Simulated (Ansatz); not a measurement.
C$_{12}$H$_{25}$Cl, SMILES `CCCCCCCCCCCCCl` from Hartree–Fock to CCSD(T)

```csv
atom,x (Å),y (Å),z (Å)
C1,-4.4575,0.0944,-0.1486
C2,-3.7055,0.0178,1.1699
C3,-3.1532,1.3574,1.6451
C4,-2.1742,2.0325,0.6921
C5,-0.9307,1.2130,0.3872
C6,0.0696,1.9620,-0.4797
C7,1.2794,1.1367,-0.8961
C8,2.1754,0.7218,0.2612
C9,3.4502,0.0047,-0.1683
C10,3.2394,-1.2859,-0.9509
C11,2.4382,-2.3330,-0.1966
C12,2.2871,-3.6413,-0.9359
Cl13,3.8502,-4.4877,-1.1489
H14,-3.8036,0.3904,-0.9728
H15,-4.8962,-0.8711,-0.4108
H16,-5.2701,0.8251,-0.0961
H17,-4.3735,-0.3748,1.9435
H18,-2.8910,-0.7095,1.0847
H19,-2.6610,1.2127,2.6141
H20,-3.9921,2.0388,1.8296
H21,-2.6795,2.2836,-0.2477
H22,-1.8680,2.9907,1.1274
H23,-1.2112,0.2823,-0.1212
H24,-0.4612,0.9133,1.3314
H25,0.4075,2.8606,0.0518
H26,-0.4451,2.3193,-1.3793
H27,1.8765,1.7103,-1.6151
H28,0.9306,0.2481,-1.4361
H29,2.4523,1.6169,0.8305
H30,1.6154,0.0902,0.9584
H31,4.0494,-0.2174,0.7222
H32,4.0540,0.6870,-0.7773
H33,4.2157,-1.7060,-1.2088
H34,2.7413,-1.0710,-1.9033
H35,2.8919,-2.5227,0.7822
H36,1.4235,-1.9644,-0.0030
H37,1.8835,-3.4909,-1.9380
H38,1.6424,-4.3341,-0.3968
```

Total charge 0; spin multiplicity 1. The structure was optimised at the PBE0-D4/def2-TZVP level. It is one conformer, not always the lowest. Frozen core, restricted reference, the Gaussian-basis code of Ansatz.

| basis | HF (Eh) | MP2 corr. | CCSD corr. | (T) | CCSD(T) total |
| --- | --- | --- | --- | --- | --- |
| def2-SVP | -928.00781 | ? | ? | -0.06176 | ? |
| def2-TZVPP | ? | -2.29492 | – | – | – |
| def2-QZVPP | ? | -2.44432 | – | – | – |

Question: Fill in the withheld values. (Estimate.)

Answer: Ansatz gave: def2-SVP MP2 corr.: -1.86442; def2-SVP CCSD corr.: -2.03094; def2-SVP CCSD(T) total: -930.10051; def2-TZVPP HF (Eh): -928.66983; def2-QZVPP HF (Eh): -928.70442.
